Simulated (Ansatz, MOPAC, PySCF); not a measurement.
Noncovalent pair: HF (SMILES F) (first 2 atoms) with C3H8 (SMILES CCC); geometry from B3LYP-D3(BJ)/def2-TZVP, rigid monomers moved along the line of their centres of mass till H2···C5 is 2.69 Å.
(charge 0, multiplicity 1):
| atom | x (Å) | y (Å) | z (Å) |
|---|---|---|---|
| F | -0.3619 | 0.0912 | 0.3687 |
| H | -0.4978 | 0.3562 | 1.2480 |
| C | 0.8378 | -1.1102 | 3.8956 |
| C | 0.0979 | -0.0636 | 4.7245 |
| C | -0.7147 | 0.9040 | 3.8680 |
| H | 1.4105 | -1.7882 | 4.5303 |
| H | 0.1419 | -1.7146 | 3.3086 |
| H | 1.5355 | -0.6414 | 3.1974 |
| H | 0.8151 | 0.5035 | 5.3243 |
| H | -0.5686 | -0.5616 | 5.4340 |
| H | -1.2395 | 1.6469 | 4.4705 |
| H | -0.0649 | 1.4586 | 3.1817 |
| H | -1.4791 | 0.3693 | 3.2929 |

Monomers are frozen at their geometry in the pair; levels with a basis set take the counterpoise correction. Rows marked so take none.

Cores are frozen in the correlated methods. Rows in 3-21G, 6-311+G**, 6-31G* carry no dispersion term and start afresh at each structure (6-31G* with six Cartesian d functions). The state that PM3 reach isn't checked.

Programs: Ansatz (Gaussian basis) for Hartree–Fock, density functionals and correlated methods; MOPAC for PM3 (differences of heats of formation); PySCF for 3-21G rows, 6-311+G** rows, 6-31G* rows, the dispersion terms. 

Other levels give for the interaction energy: PBE/def2-TZVPPD -1.64; B3LYP/def2-TZVPPD -1.00; B3LYP-D3(BJ)/def2-TZVPPD -1.96; wB97M-V/def2-TZVPPD -1.84; CCSD(T)/aug-cc-pVDZ -1.48 kcal/mol.

Common cheap choices:

```
level                              interaction energy (kcal/mol)
---------------------------------  -----------------------------
PM3                                                        -1.58
HF/6-31G*                                                  -0.40
HF/6-31G* (no counterpoise)                                -0.88
BP86/6-31G* (no counterpoise)                              -1.29
B3LYP/3-21G (no counterpoise)                              -1.97
B3LYP/6-31G*                                               -0.97
B3LYP/6-311+G** (no counterpoise)                          -1.22
M06-2X/6-31G* (no counterpoise)                            -2.14
```

Ansatz is an electronic-structure program.
